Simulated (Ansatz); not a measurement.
`CNB(F)S` + CH₃OH → `COB(F)S` + CH₃NH₂  (ligand exchange at a B–N bond)

Computed with Ansatz on PBE0-D4/def2-TZVP structures; ΔE is electronic, products minus reactants. CCSD(T)/CBS adds triple-zeta CCSD(T) − MP2 to the extrapolated MP2 energy (def2 sets, frozen cores). This one scheme is used for every species. Functionals use def2-TZVPP. B3LYP here is the variant with VWN-RPA as its local correlation; programs differ in this. One conformer a species, not always the lowest.

Q: Is it downhill or uphill in electronic energy at CCSD(T)/CBS, and by how much? (Estimate.)

A: Ansatz gave: Downhill: ΔE = -14.2 kJ/mol.

Q: What do these levels give: PBE0-D4, B3LYP-D4, ωB97M-V, SCS-MP2/def2-TZVPP, HF/def2-QZVPP, CCSD/CBS(def2)? (Estimate.)

A: The calculation gave: PBE0-D4 -11.3, B3LYP-D4 -14.8, ωB97M-V -14.9, SCS-MP2/def2-TZVPP -15.7, HF/def2-QZVPP -22.3, CCSD/CBS(def2) -14.5 kJ/mol.

Largest T1 diagnostic among the species: 0.012.

In def2-TZVPP, CCSD(T) changes the Hartree–Fock value by +5.9 kJ/mol (the triples alone add +0.3 kJ/mol) and MP2 by +7.8 kJ/mol.
